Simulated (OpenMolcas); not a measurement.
## Ti3+: effect of the metal basis

Ti3+ with its 6 nearest oxide ions at 2.069 Å, on the Mg site of MgO (a = 4.2112 Å, distance in the model lattice 2.106 Å). The rest of the host is ab initio model potentials to 7.6 Å and point charges beyond; the distance is set by hand and nothing relaxes, and no local charge compensation is placed.

```
Program             : OpenMolcas
Method              : SS-CASPT2, IPEA 0.25 Eh, imaginary shift 0.1 Eh (closed shells correlated: 3s 3p and the ligand valence shells)
Spin-orbit coupling : state interaction with AMFI integrals over the reference wave functions
```

Fixed: ligand basis ANO-RCC-VDZP, active space 1 electron in 5 orbitals (3d), DKH2 Hamiltonian.

States (labels of O, the rotations of Oh). Energies in cm-1 above the lowest state or level, χT in cm3 K/mol; under a threefold ground state the first gap can be a small split of the lowest multiplet, not the spin-orbit step; 10Dq is the gap between the two states.

```tsv
Run	Metal basis	Ground state	First state of that spin	10Dq	First gap with spin-orbit (degeneracies)	χT at 300 K	Cost
A	ANO-RCC-VDZP	2T2	2E 21120	21124	200 (4, 2)	0.450	roughly 12 core-seconds
B	ANO-RCC-VTZP	2T2	2E 20620	20623	200 (4, 2)	0.450	roughly 21 core-seconds
```

Against A, |10Dq| changes by -2.4 % in B.

Costs are those of the CASPT2 steps.

Roots that are degenerate in the reference are averaged as groups; the widest CASPT2 spread within a group is 12 cm-1 (the 2-fold group of multiplicity 2 near 20600 cm-1 above the lowest state of its run, B). Shifts and gaps below about the spread of the groups concerned are not significant. Over all roots computed the reference weight is 0.72 in A, 0.71 in B; a low but even weight reflects the number of correlated electrons. An orbital triplet at a regular site is open to Jahn-Teller coupling, which can distort the site and quench the lowest spin-orbit gaps and is left out. Ligand-to-metal charge-transfer states are missing. With one d shell and no ligand orbital active, 10Dq can be off by a tenth or more. No measured value stands beside these numbers; the geometry was set by hand and not optimised.
